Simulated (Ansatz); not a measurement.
`[CH3][In]([F])[Cl]` + H₂Se → `[F][In]([Cl])[SeH]` + CH₄  (ligand exchange at the In–C bond)

Computed with Ansatz on PBE0-D4/def2-TZVP structures; ΔE is electronic, products minus reactants. CCSD(T)/CBS adds triple-zeta CCSD(T) − MP2 to the extrapolated MP2 energy (def2 sets, frozen cores). This one scheme is used for every species. Functionals use def2-TZVPP. Elements past krypton have def2 core potentials. For In, Se outer-core shells are correlated without core-valence functions, which leaves a few kJ/mol of doubt a bond. Scalar relativity is left out up to krypton. One conformer a species, not always the lowest.

```json
{"species": "`[CH3][In]([F])[Cl]`", "r2SCAN energy (Eh)": "-790.22810"}
{"species": "H₂Se", "r2SCAN energy (Eh)": "-2402.73603"}
{"species": "`[F][In]([Cl])[SeH]`", "r2SCAN energy (Eh)": "-3152.50851"}
{"species": "CH₄", "r2SCAN energy (Eh)": "-40.50087"}
```

**Question.** Work out ΔE.

**Answer.** ΔE = (-3152.50851) + (-40.50087) − (-790.22810) − (-2402.73603) = -0.04525 Eh = -118.8 kJ/mol. CCSD(T)/CBS gives -116.1 kJ/mol.

Largest T1 diagnostic among the species: 0.014.

In def2-TZVPP, CCSD(T) changes the Hartree–Fock value by +15.5 kJ/mol (the triples alone add +0.3 kJ/mol) and MP2 by +12.5 kJ/mol. From PBE to PBE0 (25 % exact exchange), in def2-TZVPP and without D4, ΔE moves by −3.0 kJ/mol. At CCSD(T), def2-SVP lies −4.0 kJ/mol from the extrapolated value and def2-TZVPP +4.9 kJ/mol.
